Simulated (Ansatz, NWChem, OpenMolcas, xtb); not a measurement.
**Ligand exchange: InH2F + KNH2 → InH2(NH2) + KF**

Species: InH2F `[F][InH2]`, singlet; KNH2 `[NH2][K]`, singlet; InH2(NH2), singlet; KF, singlet. The partners trade F for NH2: In–F and K–NH2 bonds give way to In–NH2 and K–F.

Shapes, held fixed at every level: PBE0-D4/def2-TZVP. Programs: Ansatz 0.2.0, NWChem 7.3.0, OpenMolcas 26.06, xtb 6.7.1. A level may come from different programs for different species; with the same settings they agree closely. The zero-point and thermal change to 298 K, harmonic and unscaled (PBE0-D4/def2-TZVP), is +5.2 kJ/mol.

```
                level                   kind  ΔH(298 K) (kJ/mol)  less CCSD(T)/def2-TZVPP
             GFN0-xTB         semi-empirical               +69.0                   +165.9
          HF/def2-SVP           Hartree–Fock               -97.8                     -0.9
  B3LYP-D4/def2-TZVPP          global hybrid               -98.6                     -1.7
  BHLYP-D4/def2-TZVPP          global hybrid              -101.6                     -4.7
r2SCAN0-D4/def2-TZVPP          global hybrid              -100.7                     -3.8
    B2PLYP/def2-TZVPP          double hybrid               -97.6                     -0.7
     CCSD(T)/def2-SVP  coupled cluster or CI               -98.5                     -1.6
   CCSD(T)/def2-TZVPP  coupled cluster or CI               -96.9                      0.0
```

The highest level, CCSD(T)/def2-TZVPP, gives ΔH(298 K) = -96.9 kJ/mol; the levels span -101.6 to +69.0. They disagree on the sign: 1 of 8 are positive. GFN0-xTB strays far from the other rows. The column of differences is taken from that level and isn't an error. No measured value is set beside it here. For atoms past krypton def2 sets carry core potentials with scalar relativity. Outer-core shells of In, K are correlated, in sets that cover them unevenly.
